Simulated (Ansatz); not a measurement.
H4GeSSi, SMILES `[SiH3][Ge][SH]` (lower singlet; Si–Ge–S–H torsion 180°) (charge 0, multiplicity 1). This singlet lies 1.25 eV below the relaxed triplet at the level frozen-core CCSD(T)/cc-pVTZ // PBE0-D3(BJ)/def2-TZVP (Ansatz, an electronic-structure program).

The numbers are results of r2SCAN0/cc-pVTZ // PBE0-D3(BJ)/def2-TZVP in Ansatz, not measurements.

Ansatz 0.2 input:
```yaml
crystal:
  periodic: [false, false, false]
  atoms:
    - { symbol: Si, position_ang: [-1.175642, 0.271453, 0.132604] }
    - { symbol: Ge, position_ang: [0.591507, -1.367875, -0.384628] }
    - { symbol: S, position_ang: [2.141208, 0.053165, 0.300957] }
    - { symbol: H, position_ang: [-0.695897, 1.565215, 0.693384] }
    - { symbol: H, position_ang: [-2.127466, -0.342329, 1.103889] }
    - { symbol: H, position_ang: [-1.944818, 0.55173, -1.114809] }
    - { symbol: H, position_ang: [3.211111, -0.731359, 0.069224] }
basis:
  gaussian: { orbitals: cc-pVTZ }
hamiltonian:
  xc: r2scan0
```

Output:

```
Functional definition: r2SCAN0
1222 factors; their error is unknown
mean field evaluation 1: about -75294.7616 eV, gradient 1.7e1 eV
mean field evaluation 2: about -75294.3711 eV, gradient 2.1e1 eV
mean field evaluation 4: about -75295.6639 eV, gradient 1.1e0 eV
mean field evaluation 8: about -75295.9170 eV, gradient 1.4e-1 eV
mean field evaluation 16: about -75295.9171 eV, gradient 8.6e-6 eV
mean field -75295.91708701 eV, -2767.0739155419 hartree, gradient 8.6e-6 eV, S^2 0.000000; 0 other end points of the search recorded, 0 dependent functions left out
reference -75295.91709616 eV, -2767.0739158783 hartree; 33, 33 occupied and 134, 134 virtual orbitals, 1222 factors
Total energy: -75295.91709616 eV, -2767.0739158783 hartree
```
